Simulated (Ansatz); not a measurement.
C₆H₇N, charge +1, doublet (typed; the unrestricted solution is spin-contaminated), at a GFN2-xTB geometry (a state made from the parent by changing its charge; the spin is typed, not shown lowest); Ansatz (a program for electronic structure) with HF/def2-SVP.

The Ansatz input:
Ansatz 0.2 input:
```yaml
crystal:
  periodic: [false, false, false]
  atoms:
    - {symbol: N, position_ang: [2.24411395, -0.28895248, 0.14635090]}
    - {symbol: C, position_ang: [0.93211358, -0.12001910, 0.06078820]}
    - {symbol: C, position_ang: [0.32522718, 1.08739034, 0.52467579]}
    - {symbol: C, position_ang: [-1.03079922, 1.25059773, 0.43116173]}
    - {symbol: C, position_ang: [-1.82871119, 0.23546515, -0.11926022]}
    - {symbol: C, position_ang: [-1.24912091, -0.95703484, -0.57984774]}
    - {symbol: C, position_ang: [0.10468008, -1.14274527, -0.49663919]}
    - {symbol: H, position_ang: [2.68392774, -1.14050543, -0.17937025]}
    - {symbol: H, position_ang: [2.83917703, 0.42934956, 0.53956200]}
    - {symbol: H, position_ang: [0.95089633, 1.85997375, 0.94584035]}
    - {symbol: H, position_ang: [-1.49248941, 2.16122649, 0.78053840]}
    - {symbol: H, position_ang: [-2.89732765, 0.37306038, -0.18895052]}
    - {symbol: H, position_ang: [-1.87704784, -1.72736433, -1.00028428]}
    - {symbol: H, position_ang: [0.56372906, -2.05499716, -0.84706338]}
basis:
  gaussian:
    orbitals: def2-SVP
hamiltonian:
  xc: hf
total_charge: 1
magnetization: {spin_polarized: true, initial_magnetization: 1}
accuracy: high
```

What the program printed (banner, timings and long lists left out):

```
Functional definition: HF
3307 factors; integrals over basis functions are off by at most 9.6e-9 eV
mean field evaluation 1: about -7758.2214 eV, gradient 2.8e1 eV
mean field evaluation 2: about -7758.2313 eV, gradient 2.8e1 eV
mean field evaluation 4: about -7763.0466 eV, gradient 3.0e0 eV
mean field evaluation 8: about -7763.3494 eV, gradient 6.3e-1 eV
mean field evaluation 16: about -7763.3802 eV, gradient 2.2e-8 eV
mean field -7763.38015966 eV, -285.2989586594 hartree, gradient 6.5e-8 eV, S^2 1.138872; 0 other end points of the search recorded, 0 dependent functions left out
reference -7763.38015966 eV, -285.2989586594 hartree; 25, 24 occupied and 108, 109 virtual orbitals, 3307 factors
Total energy: -7763.38015966 eV, -285.2989586594 hartree
```
